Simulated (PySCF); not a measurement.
The same groups moved round the core (butadiene boryl). Isolated molecules, 0 K electronic values unless said otherwise. One relaxed conformer stands for each flexible species; it need not be the lowest. Strings in code marks are SMILES.

All values below come from B3LYP-D3(BJ)/def2-TZVP (PySCF 2.14.0). B3LYP has the VWN-RPA correlation part, as in Gaussian. Excitations are Tamm–Dancoff values on a coarser integration grid. The basis has no diffuse functions, so Rydberg states are missing or too high.

```tsv
species	HOMO–LUMO gap (eV)	LUMO (eV)	S1–T1 gap (TDA) (eV)	brightest of the four lowest singlets (TDA) (eV)	S1 oscillator strength
`BC(=C)C=C`	?	-2.27	1.43	6.09	0.058
`B/C=C/C=C`	4.61	-2.54	2.35	5.07	0.000
`B/C=C\C=C`	4.55	-2.53	2.14	?	?
```

Question: Complete the blanks.

Answer: 
- `BC(=C)C=C`, HOMO–LUMO gap (eV): 4.60
- `B/C=C\C=C`, brightest of the four lowest singlets (TDA) (eV): 4.79
- `B/C=C\C=C`, S1 oscillator strength: 0.567
